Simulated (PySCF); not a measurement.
Molecule: SMILES FC(F)c1ccoc1[S-], [C₅H₃F₂OS]-.

Cartesian coordinates in Å; atom numbers follow the order of the lines, from 1:
```xyz
12

F    -2.207   -0.581    1.163
C    -1.672   -0.199   -0.052
F    -2.071   -1.219   -0.893
C    -0.222    0.001   -0.017
C     0.804   -0.912    0.335
C     1.974   -0.241    0.204
O     1.755    1.040   -0.208
C     0.411    1.200   -0.347
S    -0.250    2.656   -0.844
H    -2.191    0.717   -0.370
H     0.675   -1.932    0.642
H     2.996   -0.529    0.361
```

Total charge -1.

Frames of a GFN2-xTB Langevin trajectory at 300 K; GIAO PBE0/pcSseg-1 shieldings in PySCF 2.14, gas phase, non-relativistic; equivalent atoms averaged within each frame.

δ = σ(ref) − σ, references computed at the same level: $^{19}$F (σ = 170.95 ppm) vs CFCl3; TMS for $^{13}$C (σ = 186.93 ppm), $^{1}$H (σ = 31.72 ppm); H2O for $^{17}$O (σ = 336.08 ppm); CS2 for $^{33}$S (σ = 503.73 ppm). The references are static minima.

Question: How do the shifts (ppm) fluctuate along the trajectory?

Answer: 
```
         time (fs)   F1/F3     C8     C6     C2     C5     C4     O7    S9   H10   H11
               250  -133.2  179.8  136.1  128.3  113.2  106.0  321.6  -114  7.30  6.51
               425  -119.0  186.6  121.9  133.3  106.4  113.5  328.3   -53  7.89  6.41
               625  -133.9  184.3  133.3  121.9  119.0  110.1  321.5   -85  7.74  6.26
               800  -128.7  194.0  132.7  126.6  112.3  108.0  327.5   -72  8.37  5.93
              1000  -142.2  186.4  135.7  121.3  119.4  110.0  318.6   -75  6.84  6.31
    mean of frames  -131.4  186.2  131.9  126.3  114.1  109.5  323.5   -80  7.63  6.28
standard deviation     8.5    5.1    5.8    5.0    5.4    2.8    4.2    22  0.58  0.22
```

5 frames give an uncertainty of the mean of about the standard deviation over 2.2 at best, since frames this close in time may not be independent; classical motion lacks zero-point vibration, and the reference would need the same averaging.
